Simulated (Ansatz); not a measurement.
The cluster SiAu₄. The state is a singlet with charge 0. Geometry r2SCAN-D4/def2-SVP, basis def2-TZVP, Ansatz.

```xyz
5

Au   -0.895   -0.812   -1.578
Au   -1.675   -0.270    1.035
Au    0.604    1.282    1.393
Au    1.384    0.740   -1.219
Si    0.582   -0.940    0.369
```

```tsv
run	HOMO (eV)	LUMO (eV)
A	-6.68	-2.90
B	-6.48	-3.21
C	-5.99	-3.68
D	-5.89	-3.78
E	-6.57	-2.92
```

In the def2 sets Au takes a core potential; there is no spin–orbit coupling. B3LYP takes the VWN-RPA correlation. Another isomer (singlet) lies 0.04 eV lower at r2SCAN0-D4/def2-TZVP; other spin states weren't run for this one.

The runs used B3LYP, PBE, PBE0, r2SCAN, r2SCAN0. Estimate which is which.

A r2SCAN0 (25 % exact exchange); B B3LYP (20 % exact exchange); C r2SCAN (0 % exact exchange); D PBE (0 % exact exchange); E PBE0 (25 % exact exchange). Exact exchange lowers occupied and raises empty levels; among semilocal functionals meta-GGAs tend to open the gap a little, and such runs are hard to tell apart. The gap grows from 2.11 eV (PBE) to 3.78 eV (r2SCAN0).
